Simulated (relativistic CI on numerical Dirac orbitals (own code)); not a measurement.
# Cu²⁺ in a cubic cluster: L2,3 absorption with charge transfer

Computed with a charge-transfer multiplet model of a cubic metal-ligand cluster with up to one ligand hole, Slater and spin-orbit integrals from Dirac-Coulomb-Breit ions, Slater integrals scaled by 0.9. The ground state mixes d9 with configurations of k ligand holes L, whose averages lie at kΔ + k(k − 1)U_dd/2; a core hole lowers each added d electron by U_cd. 20 K, Lorentzian 0.4 eV and Gaussian 0.3 eV FWHM.

Atomic integrals in eV (Slater integrals scaled, ζ unscaled), ground: F2dd 12.450, F4dd 7.768, zeta_d 0.099; with the core hole: F2dd 12.450, F4dd 7.768, zeta_d 0.110, zeta_core 13.385.

Cluster parameters (eV): Δ = 2.9, U_dd = 7.9, U_cd = 10.3, 10Dq(ligand) = 0.6, V(eg) = 2.1, V(t2g) = -1.07, final-state hopping factor = 1.

| Case | n_d | d9 | d10L | S |
| --- | --- | --- | --- | --- |
| 10Dq = 0.15 eV | 9.23 | 0.77 | 0.23 | 0.50 |
| 10Dq = 0.45 eV | 9.22 | 0.78 | 0.22 | 0.50 |
| 10Dq = 1.05 eV | 9.20 | 0.80 | 0.20 | 0.50 |
| 10Dq = 1.35 eV | 9.19 | 0.81 | 0.19 | 0.50 |
| 10Dq = 1.65 eV | 9.18 | 0.82 | 0.18 | 0.50 |

Weights, n_d and S are thermal averages at 20 K. Photon energies count from the first peak over 30 % of the highest in each spectrum, which can be another peak from case to case. The parameters are a model scan and need not match a compound or its usual spin state. Peaks in eV (height, largest 100):
- 10Dq = 0.15 eV: 0.0 (100), 20.1 (33)
- 10Dq = 0.45 eV: 0.0 (100), 20.1 (36)
- 10Dq = 1.05 eV: 0.0 (100), 20.1 (39)
- 10Dq = 1.35 eV: 0.0 (100), 20.1 (40)
- 10Dq = 1.65 eV: 0.0 (100), 20.1 (41)

Curve for 10Dq = 0.45 eV (points under 2 left out, the grid thinned):

```json
{"E (eV)": "-1.5", "Intensity": "2.3"}
{"E (eV)": "-1.4", "Intensity": "2.6"}
{"E (eV)": "-1.3", "Intensity": "3.0"}
{"E (eV)": "-1.2", "Intensity": "3.5"}
{"E (eV)": "-1.0", "Intensity": "5.1"}
{"E (eV)": "-0.9", "Intensity": "6.2"}
{"E (eV)": "-0.8", "Intensity": "7.9"}
{"E (eV)": "-0.7", "Intensity": "10.3"}
{"E (eV)": "-0.6", "Intensity": "14.0"}
{"E (eV)": "-0.5", "Intensity": "19.8"}
{"E (eV)": "-0.4", "Intensity": "29.6"}
{"E (eV)": "-0.2", "Intensity": "67.1"}
{"E (eV)": "-0.1", "Intensity": "89.3"}
{"E (eV)": "0.0", "Intensity": "100.0"}
{"E (eV)": "0.1", "Intensity": "91.9"}
{"E (eV)": "0.2", "Intensity": "70.7"}
{"E (eV)": "0.3", "Intensity": "48.2"}
{"E (eV)": "0.4", "Intensity": "31.5"}
{"E (eV)": "0.5", "Intensity": "21.0"}
{"E (eV)": "0.7", "Intensity": "10.8"}
{"E (eV)": "0.8", "Intensity": "8.2"}
{"E (eV)": "0.9", "Intensity": "6.5"}
{"E (eV)": "1.0", "Intensity": "5.2"}
{"E (eV)": "1.1", "Intensity": "4.3"}
{"E (eV)": "1.2", "Intensity": "3.6"}
{"E (eV)": "1.3", "Intensity": "3.1"}
{"E (eV)": "1.5", "Intensity": "2.3"}
{"E (eV)": "1.6", "Intensity": "2.0"}
{"E (eV)": "19.2", "Intensity": "2.4"}
{"E (eV)": "19.3", "Intensity": "3.0"}
{"E (eV)": "19.4", "Intensity": "3.9"}
{"E (eV)": "19.5", "Intensity": "5.4"}
{"E (eV)": "19.6", "Intensity": "7.7"}
{"E (eV)": "19.8", "Intensity": "17.8"}
{"E (eV)": "19.9", "Intensity": "25.9"}
{"E (eV)": "20.0", "Intensity": "33.2"}
{"E (eV)": "20.1", "Intensity": "35.6"}
{"E (eV)": "20.2", "Intensity": "31.4"}
{"E (eV)": "20.3", "Intensity": "23.3"}
{"E (eV)": "20.4", "Intensity": "15.7"}
{"E (eV)": "20.5", "Intensity": "10.2"}
{"E (eV)": "20.7", "Intensity": "4.9"}
{"E (eV)": "20.8", "Intensity": "3.6"}
{"E (eV)": "20.9", "Intensity": "2.8"}
{"E (eV)": "21.0", "Intensity": "2.2"}
```

For the case 10Dq = 1.05 eV, Δ = 2.9 eV is smaller than U_dd = 7.9 eV, the charge-transfer side of the Zaanen-Sawatzky-Allen scheme.
